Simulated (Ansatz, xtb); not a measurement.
Ranking isomers of C6H8ClF

7 gas-phase structures of C6H8ClF, from a drawn sample of its isomers (lower ones may exist). Each was relaxed with GFN2-xTB; where two conformers were screened, the lower at r2SCAN-D4/def2-SVP is listed:

A. `F[C@@]12C[C@@H]1CC[C@H]2Cl`, a singlet
B. `C=C1CC[C@]1(Cl)CF`, a singlet
C. `F[C@@H]1C=CCC[C@H]1Cl`, a singlet
D. `CC1=C(CCl)[C@H](F)C1`, a singlet
E. `F[C@@]12CCC[C@@H]1[C@H]2Cl`, a singlet
F. `FCC1=C(Cl)CCC1`, a singlet
G. `F[C@@H]1CCC=C[C@@H]1Cl`, a singlet

Which do you expect lowest at r2SCAN-D4/def2-SVP, and how would the others follow?

Calculated order at r2SCAN-D4/def2-SVP: C (0.0), G (0.5), F (5.2), A (9.2), E (13.4), D (26.1), B (27.5) kcal/mol. Less than 1 kcal/mol parts C and G, so the order within that pair means little.

Energies above the lowest of each column, in kcal/mol; the last columns are at B3LYP-D3(BJ)/def2-SVP geometries and were run for some of them only (a dash: not run or not comparable):

```tsv
structure	GFN2-xTB	HF/STO-3G	r2SCAN-D4/def2-SVP	B3LYP-D3(BJ)/def2-SVP	CCSD(T)/def2-SVP + ΔMP2/def2-TZVPP
C	2.9	3.6	0.0	0.0	0.0
G	3.3	2.6	0.5	0.5	0.9
F	0.0	3.9	5.2	5.5	4.9
A	3.3	0.0	9.2	13.2	–
E	4.6	0.9	13.4	17.1	–
D	22.3	28.9	26.1	–	–
B	19.9	31.4	27.5	–	–
```

CCSD(T)/def2-SVP + ΔMP2/def2-TZVPP puts C lowest of those it was run on, with G within 1 kcal/mol; GFN2-xTB picks F, HF/STO-3G picks A. Flexible structures stand in one conformer each, not always the lowest. Frequencies (GFN2-xTB) were run for C, F, G alone. ΔMP2 is the change of the MP2 energy from the smaller to the larger basis.

Over these structures GFN2-xTB departs from r2SCAN-D4/def2-SVP by 3.7 kcal/mol on average once a common shift is removed. A GFN2-xTB relaxation took about 0.11 s and the r2SCAN-D4/def2-SVP energy about 2 s on a shared host (Ansatz 0.2.0, xtb 6.7.1).
